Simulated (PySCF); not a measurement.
## Removal energies of V¹³⁺ from EOM-IP-GCCSD

Reference: closed-shell V¹³⁺, [Ne]; one electron is removed. Calculated with PySCF 2.14, two-component X2C-1e with screened spin-orbit coupling, an uncontracted even-tempered set (18 s from 0.5 bohr⁻², ratio 2.6; 12 p from 0.65 bohr⁻², ratio 2.6; 6 d from 0.66 bohr⁻², ratio 2.8; 3 f from 24 bohr⁻², ratio 2.8); frozen 1s2; the 44 highest virtual spinors dropped; of the others 44 kept and the rest restored at second order. No Breit or QED terms. Binding energies in eV.

```tsv
level	Koopmans
2s1/2	1008.1
2p1/2	905.25
2p3/2	897.69
```

Problem. How does correlation move these levels?

Solution. 2s1/2: second order 1004.8, EOM-CCSD 1004.9; 2p1/2: second order 903.12, EOM-CCSD 903.32; 2p3/2: second order 895.63, EOM-CCSD 895.83.

For comparison, the ionisation energy of V¹³⁺ is 896 ± 0.4 eV (measured; NIST Atomic Spectra Database, ionization energies).

The screened spin-orbit operator tends to give fine-structure splittings of light species too large.
